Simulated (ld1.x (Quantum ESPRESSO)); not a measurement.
**thallium (Tl): one change to a TM semilocal potential, before and after**

* Element: Tl (Z = 81)
* Generator: ld1.x (Quantum ESPRESSO) 7.5
* Type: norm-conserving Troullier–Martins (semilocal form)
* Functional: PBE
* Relativity: scalar-relativistic
* Frozen core: [Xe] 4f14 5d10
* Valence charge: 3
* Reference configuration: 6s2 6p1
* Partial waves: 6s (bound): rc 2.20 bohr; 6d channel at -0.15 Ry: rc 2.35 bohr; 6p (bound): rc 3.05 bohr
* Local potential: the p channel
* Core correction: none

All-electron outer shells of the reference configuration (PBE, scalar-relativistic, ld1.x):

| shell | level (eV) | outermost node (bohr) | outermost maximum (bohr) |
| --- | --- | --- | --- |
| 5p | -76.10 | 0.50 | 0.91 |
| 5d | -15.49 | 0.53 | 1.11 |
| 6s | -9.55 | 1.04 | 2.08 |
| 6p | -2.37 | 1.23 | 2.91 |

Change: reference 6s1 6p0.

Cutoffs: the cutoffs (Ry, on a coarse ladder) from which the occupation-weighted sum of valence levels, in a spherical-Bessel basis at the reference potential, stays within 10 and 1 mRy of its value at 400 Ry; they do not see the model core or the augmentation charge, which bear on the density cutoff. Errors are all-electron minus pseudo energies relative to the spin-unpolarised reference configuration.

Task: What does the change do?

Result: The potential gets neither clearly harder nor softer (18 Ry and 30 Ry → 18 Ry and 30 Ry); the bound ghost in d disappears; the range in which the s phases agree narrows (upper end 1.3 → 0.2); the range in which the p phases agree narrows (upper end 1.9 → 0.8). A semilocal file is local in each channel, so a ghost entry of none says nothing of the separable form that plane-wave codes build from it.

```csv
quantity,base,changed
"cutoff, loose",18 Ry,18 Ry
"cutoff, tight",30 Ry,30 Ry
bound ghosts,d,none
"largest error over its own tests, meV",+191,+805
s: phases at 3.32 bohr within 0.05 rad from the reference energy up to (Ry; the scan ends near 5),1.3,0.2
p: phases at 3.32 bohr within 0.05 rad from the reference energy up to (Ry; the scan ends near 5),1.9,0.8
d: phases at 3.32 bohr within 0.05 rad from the reference energy up to (Ry; the scan ends near 5),0.2,0.0
```

 A true bound ghost makes a file unfit for plane-wave use even where its test errors are small: the radial tests pick states by their node count and pass the ghost by.
